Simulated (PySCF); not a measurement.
Bond stretch in Na₂ (cation, charge +1), doublet.

Method: PySCF with CCSD(T) on UHF/6-31G, 2 core orbitals frozen.

Question: Relative to R = 3.65 Å, what are the energies at R = 3.27, 4.22, 5.97, 10.91 Å?

Answer: 5.7 kJ/mol at 3.27 Å, 7.2 kJ/mol at 4.22 Å, 49.8 kJ/mol at 5.97 Å, 88.1 kJ/mol at 10.91 Å.
